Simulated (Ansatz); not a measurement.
A basis-limit estimate, worked out

An elementary step of SiNH5F2, singlet (SiH₂F₂ ([F][SiH2][F]) + NH₃ → SiNH₃F₂ ([NH2][SiH]([F])[F]) + H₂; Si–H, H–N broken or loosened, Si–N, H–H formed or tightened). “Start” and “end” are the PBE0-D4/def2-TZVP structures reached by relaxing down either side of its saddle point, with the molecules still in contact.

Computed with Ansatz 0.2.0 (basis: def2-TZVPP and def2-QZVPP); correlated methods freeze the cores.

Energies in eV:

| quantity | end | start |
| --- | --- | --- |
| Hartree–Fock, triple zeta (X = 3) | -14842.53362 | -14842.08610 |
| Hartree–Fock, quadruple zeta (X = 4) | -14843.15664 | -14842.68669 |
| MP2 correlation, X = 3 | -23.50932 | -23.59045 |
| MP2 correlation, X = 4 | -25.58074 | -25.66060 |
| CCSD(T) correlation, X = 3 | -24.85977 | -24.98672 |

(1) Work out the step energy at the basis limit: extrapolate Hartree–Fock as E(X) = E∞ + A exp(−7.88 √X) and the MP2 correlation as E(X) = E∞ + B X^−2.97 (the exponents that Neese and Valeev fitted for def2-TZVPP and QZVPP), then add CCSD(T) − MP2 in triple zeta.

T1 diagnostic: at most 0.012.

Answers

(1) Each step is linear, so take the differences first (end − start): Hartree–Fock -0.44752 (X = 3) and -0.46995 (X = 4); MP2 correlation 0.08113 and 0.07986; CCSD(T) correlation 0.12695.
Two points give E∞ = E(4) + w [E(4) − E(3)], with w = 1/(exp(7.88 (2 − √3)) − 1) = 0.1377 for Hartree–Fock and w = 1/((4/3)^2.97 − 1) = 0.7407 for the correlation.
Hartree–Fock: -0.46995 + 0.1377 × (-0.02243) = -0.4730 eV.
MP2 correlation: 0.07986 + 0.7407 × (-0.00127) = 0.0789 eV.
CCSD(T) − MP2: 0.12695 − 0.08113 = 0.0458 eV.
Sum: -0.4730 + 0.0789 + 0.0458 = -0.3483 eV, or -8.03 kcal/mol. Plain CCSD(T) in triple zeta gives -0.3206 eV, so the larger basis shifts the result by -0.0277 eV.

Labels in which every atom is bracketed show which atoms are joined, not bond orders.

For scale, one of the runs: CCSD(T)/def2-TZVPP, 205 basis functions, launched by `ansatz run in.yaml --threads 4 --pin off --events-out ev --progress --plain --max-ram 9574MiB`. The run took 19 s on 4 CPU threads of an AMD EPYC 9R45 (shared host), with 2.8 GiB of host memory at its peak.
